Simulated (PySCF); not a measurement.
CH6BGeO (calculated)

Calculation on a computer-drawn molecule: the log of a Hartree-Fock and frozen-core CCSD(T) single point meant for a local Hartree-Fock minimum, with one planted fault or none, to be diagnosed. Offsets are logged minus clean, where the clean run is the same molecule without the fault. The reference is restricted for singlets and unrestricted otherwise, and also for a bond in bohr or an excited solution. Adding or removing an electron swaps singlet and doublet. The excited solution moves the top pair (singlet) or top alpha electron (doublet) to the lowest empty orbital. Highest occupied and lowest empty are orbital energies over both spins, largest force is the largest gradient component, triples share is (T) over the correlation energy, the T1 limit is 0.02 restricted and 0.045 unrestricted, electrons count all cores, a negative frequency is imaginary (commonest isotopes), and the dipole is about the centre of nuclear charge; on germanium a core potential holds 10 electrons, which the energies leave out, and 3d is frozen in MP2 and coupled-cluster steps. Program: PySCF 2.14.0.

Entry: CH6BGeO

Logged structure:
```xyz
10
CH6BGeO
C      0.4596     1.4081     0.0368
B     -0.9026     0.6413     0.2432
O     -1.3992    -0.0873    -0.7826
Ge    -1.9701     0.7951     2.0395
H      0.8006     1.3590    -1.0001
H      1.2337     0.9663     0.6748
H      0.3799     2.4582     0.3345
H     -2.2074    -0.5434    -0.6055
H     -2.9807    -0.3251     2.3455
H     -1.1823     1.1244     3.3127
```

```
meant charge                                : 0
meant multiplicity                          : 2
meant basis                                 : cc-pVDZ
meant basis and core potential on germanium : cc-pVDZ-PP ECP10MDF
logged electrons                            : 57
logged basis functions                      : 95
logged SCF converged                        : yes
logged spin squared                         : 0.7617
logged highest occupied                     : -8.2046 eV
logged lowest empty                         : 1.0607 eV
logged largest force                        : 1.276e-05 hartree/bohr
logged lowest frequency                     : 46.21 cm⁻¹
logged T1 diagnostic                        : 0.014688
logged D1 diagnostic                        : 0.056191
logged triples share                        : 0.026608
logged CC converged                         : yes
logged dipole magnitude                     : 0.58204 debye
logged SCF stable within its kind           : yes
logged energy HF                            : -434.32049 hartree
logged energy CCSD(T)                       : -434.87992 hartree
possible faults                             : no fault, one electron removed, one electron added, multiplicity raised by two, geometry at a saddle point, SCF held on an excited solution, minimal basis STO-3G, one bond length entered in bohr, all coordinates scaled
planted fault                               : no fault
HF energy offset from clean run             : 0 kcal/mol
CCSD(T) energy offset from clean run        : 0 kcal/mol
```

Drawn bonds:
```tsv
atom	other atom	order
1	2	1
2	3	1
2	4	1
1	5	1
1	6	1
1	7	1
3	8	1
4	9	1
4	10	1
```
